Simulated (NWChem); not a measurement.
Species: CaF$_{2}$; SMILES [F][Ca][F]

Results from NWChem. The geometry was optimised at PBE0-D3(BJ)/def2-TZVP. Total energies compare along this basis series because the functional is fixed.

```tsv
level	basis functions	energy (Ha)	highest occupied level (eV)	orbital gap (eV)	dipole (D)	relative time
Hartree-Fock/def2-SVP	52	-875.5313	-13.73	13.69	4.59	1
Hartree-Fock/def2-SVPD	73	-875.5578	-14.13	13.86	4.62	1
Hartree-Fock/def2-TZVP	98	-875.8668	-13.98	13.76	4.65	3
Hartree-Fock/def2-TZVPP	98	-875.8668	-13.98	13.76	4.65	3
Hartree-Fock/def2-QZVP	170	-875.8960	-14.03	13.76	4.57	20
```

The last column is a rough cost ratio, cheapest run = 1.
